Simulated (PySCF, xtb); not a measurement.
C2H4O, SMILES O[C]C (connectivity only; charge and spin as stated), neutral, multiplicity 1.

GFN2-xTB (xtb) at its own geometry gives an orbital gap of 2.69 eV and a dipole moment of 3.54 D.

The structure is a stationary point at r2SCAN-D4/def2-TZVP. The geometry has at least one imaginary mode, so it is a saddle point at that level. One conformer was computed; it need not be the lowest.

Problem. What does r2SCAN/def2-TZVPD in PySCF give? (The exact figures need the calculation; the answer reports its results.)

Solution. gap 2.94 eV (levels -5.14 and -2.20 eV), dipole 3.35 D.
